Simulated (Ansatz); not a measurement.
`[OH][Al]([F])[Br]` + H–F → `[OH][Al]([F])[F]` + HBr at 700 K and 1 bar (ligand exchange at the Al–Br bond).

Isolated molecules relaxed with PBE0-D4/def2-TZVP in Ansatz; ΔE leaves out vibrations. CCSD(T)/CBS is the MP2 limit (def2-TZVPP, def2-QZVPP) plus CCSD(T) − MP2 in def2-TZVPP, frozen cores. This one scheme is used for every species. For Br outer-core shells are correlated without core-valence functions, which leaves a few kJ/mol of doubt a bond. Scalar relativity is left out up to krypton. Each species was taken in one conformer, which may not be the lowest.

| species | CCSD(T)/CBS energy (Eh) | H − E (kJ/mol) | S (J/(mol·K)) |
| --- | --- | --- | --- |
| `[OH][Al]([F])[Br]` | -2991.11301 | 98.3 | 397.0 |
| H–F | -100.39570 | 45.2 | 198.5 |
| `[OH][Al]([F])[F]` | -517.59653 | 99.5 | 370.6 |
| HBr | -2573.91920 | 36.5 | 223.7 |

H − E and S are ideal-gas, rigid-rotor, harmonic terms from PBE0-D4/def2-TZVP, for one conformer and one mirror image of each species. 1 Eh = 2625.50 kJ/mol, R = 8.31446 J/(mol·K).

Question: By hand: ΔE, ΔH, ΔS and ΔG.

Answer: ΔE = (-517.59653) + (-2573.91920) − (-2991.11301) − (-100.39570) = -0.00702 Eh = -18.4 kJ/mol. Δ(H − E) = 99.5 + 36.5 − 98.3 − 45.2 = -7.5, so ΔH = -25.9 kJ/mol. ΔS = 370.6 + 223.7 − 397.0 − 198.5 = -1.2 J/(mol·K). ΔG = -25.9 − 700 × (-1.2)/1000 = -25.1 kJ/mol.

Question: By hand: the equilibrium constant, and the temperature at which ΔG would vanish if ΔH and ΔS stayed fixed.

Answer: log₁₀ K = −ΔG/(RT ln 10) = 1.9. ΔG = 0 at ΔH/ΔS = 21583 K, far beyond where these terms or the molecules hold.

The number of gas molecules stays the same, so ΔS is small and ΔH decides. A doubt of 5 kJ/mol in ΔE shifts log₁₀ K by 0.4 here. Other conformers and mirror images would add mixing entropy, several J/(mol·K) or more a flexible species. These are equilibria of isolated gas molecules and say nothing of rates. Largest T1 diagnostic: 0.013 (customary marks: 0.02 for closed shells, 0.045 for open ones).
